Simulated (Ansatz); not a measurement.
All values below come from Ansatz (a quantum-chemistry and plane-wave program) with frozen-core CCSD(T)/cc-pVDZ // PBE0-D4/def2-SVP. The restricted HF reference is unstable towards unrestricted orbitals.

Ansatz 0.2 input:
```yaml
crystal:
  periodic: [false, false, false]
  atoms:
    - { symbol: Si, position_ang: [-2.908784, -0.368148, -0.315647] }
    - { symbol: C, position_ang: [-1.266131, 0.495742, -0.01457] }
    - { symbol: C, position_ang: [-1.258486, 1.855999, 0.240769] }
    - { symbol: C, position_ang: [-0.057631, 2.562837, 0.474969] }
    - { symbol: C, position_ang: [1.145186, 1.900518, 0.45298] }
    - { symbol: C, position_ang: [1.197607, 0.507484, 0.196599] }
    - { symbol: C, position_ang: [2.428167, -0.196521, 0.169157] }
    - { symbol: C, position_ang: [2.47399, -1.546027, -0.079635] }
    - { symbol: C, position_ang: [1.268111, -2.243645, -0.312535] }
    - { symbol: Cl, position_ang: [1.339008, -3.945008, -0.625082] }
    - { symbol: C, position_ang: [0.05374, -1.598921, -0.29482] }
    - { symbol: C, position_ang: [-0.01863, -0.205946, -0.040142] }
    - { symbol: H, position_ang: [-3.991269, 0.655475, -0.215807] }
    - { symbol: H, position_ang: [-2.954627, -1.001582, -1.669988] }
    - { symbol: H, position_ang: [-3.155123, -1.444167, 0.693847] }
    - { symbol: H, position_ang: [-2.202465, 2.407936, 0.264043] }
    - { symbol: H, position_ang: [-0.092578, 3.636574, 0.673049] }
    - { symbol: H, position_ang: [2.080125, 2.437749, 0.63287] }
    - { symbol: H, position_ang: [3.354266, 0.354883, 0.350951] }
    - { symbol: H, position_ang: [3.420003, -2.089006, -0.101061] }
    - { symbol: H, position_ang: [-0.854481, -2.176221, -0.479947] }
basis:
  gaussian: { orbitals: cc-pVDZ }
correlation:
  method: ccsd_t
```

Output:

```
Functional definition: HF
2087 factors; integrals over basis functions are off by at most 1.1e-3 eV
mean field evaluation 1: about -30808.0363 eV, gradient 3.9e1 eV
mean field evaluation 2: about -30808.5846 eV, gradient 3.9e1 eV
mean field evaluation 4: about -30813.8029 eV, gradient 7.2e0 eV
mean field evaluation 8: about -30813.9613 eV, gradient 3.3e-1 eV
mean field evaluation 16: about -30808.0356 eV, gradient 3.9e1 eV
mean field -30813.96232014 eV, -1132.3922288114 hartree, gradient 2.2e-6 eV, S^2 0.000000; 0 other end points of the search recorded, 0 dependent functions left out; unrestricted orbitals would lower it
20 core orbitals not correlated
reference -30813.96232014 eV, -1132.3922288114 hartree; 30, 30 occupied and 171, 171 virtual orbitals, 2087 factors
second order -41.77485834 eV of doubles, -0.00000000 eV of singles
cycle   1  -42.07312852 eV  change   -3.0e-1 eV  update   1.7e-1
cycle   2  -43.35078944 eV  change    -1.3e0 eV  update   5.5e-2
cycle   3  -43.63762472 eV  change   -2.9e-1 eV  update   2.3e-2
cycle   4  -43.64037390 eV  change   -2.7e-3 eV  update   7.3e-3
cycle   5  -43.64235850 eV  change   -2.0e-3 eV  update   3.3e-3
cycle   6  -43.64379488 eV  change   -1.4e-3 eV  update   1.0e-3
cycle   7  -43.64338914 eV  change    4.1e-4 eV  update   3.7e-4
cycle   8  -43.64340049 eV  change   -1.1e-5 eV  update   1.5e-4
cycle   9  -43.64347133 eV  change   -7.1e-5 eV  update   6.3e-5
perturbative correction -1.98367695 eV, -0.0728987835 hartree
Total energy: -30859.58946843 eV, -1134.0689955837 hartree
```

Cost: very roughly 28 core-minutes.
